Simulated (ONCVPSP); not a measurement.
# Which setting gave this result? (Li, ONCV)

Base potential:

ONCVPSP 4.0.1 input, shortened (lines: element, Z, core and valence counts, functional; n l f; lmax; l rc ep ncon nbas qcut; lloc lpopt rc5 dvloc0; l nproj debl; icmod fcfact rcfact), PBE, scalar-relativistic:

```
  Li 3.00    0    2        4      upf
    1    0    2.00
    2    0    1.00
    1
    0    1.15    0.00    4    9   11.20
    1    0.95    0.02    5   10   10.10
    4    5    0.80    0.00
    0    2    0.30
    1    3    1.50
    0    0.00    0.00
```

Cutoffs, loose and tight: the cutoffs (Ha) at which the residual kinetic energy of the hardest occupied pseudo-wave falls to 1 and 0.1 mHa per electron. They do not see the model core or the augmentation charge, which bear on the density cutoff. Test errors are all-electron minus pseudo excitation energies from the reference, over the configurations 1s2 2s0; 1s2 2s0.5; 1s2 2s0 2p1; 1s1 2s1; variants that change the core or the reference have their own tests. The largest error is taken over the tests solved by every variant that gives reliable tests at all, those not shown here included: 1s1 2s1; 1s2 2s0; 1s2 2s0.5.

Only the scale of all radii (base = 1) is moved:

```json
{"scale of all radii (base = 1)": "0.79", "cutoff, loose": "51 Ha", "cutoff, tight": "61 Ha", "bound ghosts": "none", "largest test error (meV)": "+490"}
{"scale of all radii (base = 1)": "0.89", "cutoff, loose": "46 Ha", "cutoff, tight": "54 Ha", "bound ghosts": "none", "largest test error (meV)": "+639"}
{"scale of all radii (base = 1)": "1.01", "cutoff, loose": "42 Ha", "cutoff, tight": "50 Ha", "bound ghosts": "none", "largest test error (meV)": "+827"}
{"scale of all radii (base = 1)": "1.13", "cutoff, loose": "38 Ha", "cutoff, tight": "46 Ha", "bound ghosts": "none", "largest test error (meV)": "+1020"}
{"scale of all radii (base = 1)": "1.3", "cutoff, loose": "29 Ha", "cutoff, tight": "34 Ha", "bound ghosts": "p", "largest test error (meV)": "+1600"}
```

**Question.** One more run gave cutoff, loose: 36 Ha; cutoff, tight: 44 Ha; bound ghosts: none; largest test error (meV): +1113. Which value of the scale of all radii (base = 1) was used?

**Answer.** 1.18. The loose cutoff moves one way along this sweep, from 51 Ha at 0.79 to 29 Ha at 1.3, which places the run between 1.13 and 1.3.
